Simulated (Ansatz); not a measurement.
(Cl)3Si-O-SiH3 (Si₂Cl₃OH₃). Charge 0, multiplicity 1. Geometry PBE-D4/def2-SVP.

Cartesian coordinates in Å:
```
Si -1.1087 1.0247 0.0196
Cl -1.7781 0.9593 -1.9245
Cl -1.0760 2.9679 0.6689
Cl -2.3879 -0.0770 1.1991
O 0.4104 0.4181 0.1147
Si 1.2913 -1.0219 0.0040
H 2.7372 -0.6407 -0.0716
H 1.0325 -1.8605 1.2218
H 0.8793 -1.7698 -1.2321
```

B3LYP takes the VWN-RPA correlation.

Problem. Estimate the orbital energies around the gap (eV) in Ansatz with HF/6-31G, LDA (SPW92)/def2-TZVP, PBE-D4/def2-SVP, r2SCANh-D4/def2-TZVP, B3LYP-D4/6-31G.

Solution. 
| orbital | HF/6-31G | LDA (SPW92)/def2-TZVP | PBE-D4/def2-SVP | r2SCANh-D4/def2-TZVP | B3LYP-D4/6-31G |
| --- | --- | --- | --- | --- | --- |
| HOMO−5 | -13.92 | -8.91 | -8.56 | -9.70 | -10.05 |
| HOMO−4 | -13.42 | -8.47 | -8.25 | -9.28 | -9.71 |
| HOMO−3 | -13.38 | -8.44 | -8.20 | -9.24 | -9.69 |
| HOMO−2 | -13.24 | -8.09 | -7.79 | -8.89 | -9.31 |
| HOMO−1 | -13.23 | -8.04 | -7.71 | -8.82 | -9.30 |
| HOMO | -13.19 | -7.98 | -7.68 | -8.79 | -9.24 |
| LUMO | 2.19 | -1.85 | -1.21 | -0.85 | -1.64 |
| LUMO+1 | 3.11 | -1.23 | -0.48 | -0.26 | -0.28 |
| LUMO+2 | 4.38 | -0.29 | 0.43 | 0.71 | 0.76 |
| LUMO+3 | 4.56 | -0.18 | 0.64 | 0.85 | 0.86 |
| LUMO+4 | 4.89 | 0.09 | 0.89 | 1.11 | 1.52 |
| LUMO+5 | 5.22 | 0.25 | 1.02 | 1.21 | 1.83 |
